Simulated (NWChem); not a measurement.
**Atomisation of C₂H₅FSi₂**

```
Si
F 1 1.6456
H 1 1.5015 2 107.51
C 1 1.8344 3 108.91 2 118.06
C 4 1.2296 3 149.58 1 -175.11
H 5 1.0830 3 158.72 1 -176.90
Si 1 2.3536 3 113.13 2 -120.08
H 7 1.5037 1 109.81 3 -179.99
H 7 1.5047 8 109.31 1 121.37
H 7 1.5054 8 109.26 9 119.21
```
Charge 0, spin multiplicity 1.

All runs are NWChem calculations. The geometry was optimised at PBE/def2-SVP, a minimum by its harmonic frequencies. It is one conformer; others weren't searched.

Basis set: def2-TZVP. The atomisation energy is electronic alone: no zero-point, thermal, spin-orbit or counterpoise terms. No value is extrapolated to the basis-set limit. Free atoms are single determinants with multiplicities C 3, Si 3, F 2, H 2. Correlated methods freeze the same cores in atoms and molecule, 13 orbitals in all.

```json
[
 {"method": "B3LYP", "atomisation energy (kcal/mol)": "877.2", "relative cost": "1"},
 {"method": "PBE0", "atomisation energy (kcal/mol)": "877.9", "relative cost": "under 3"},
 {"method": "PBE", "atomisation energy (kcal/mol)": "893.2", "relative cost": "under 3"},
 {"method": "BP86", "atomisation energy (kcal/mol)": "901.9", "relative cost": "under 3"},
 {"method": "BLYP", "atomisation energy (kcal/mol)": "874.5", "relative cost": "under 3"},
 {"method": "r2SCAN", "atomisation energy (kcal/mol)": "886.7", "relative cost": "under 3"},
 {"method": "HF", "atomisation energy (kcal/mol)": "659.8", "relative cost": "under 3"},
 {"method": "MP2", "atomisation energy (kcal/mol)": "872.3", "relative cost": "under 3"}
]
```

The values span 242.1 kcal/mol, from HF (lowest) to BP86 (highest). Costs are rough ratios of processor time within this set of runs, SCF included, with B3LYP as 1. Costs are the molecule's.

B3LYP has NWChem's definition, with VWN1-RPA local correlation. The structure started from a generated list of species. The stability of the SCF solutions was not checked. Open-shell Hartree-Fock references start from PBE0 orbitals; any time given for them includes that run.
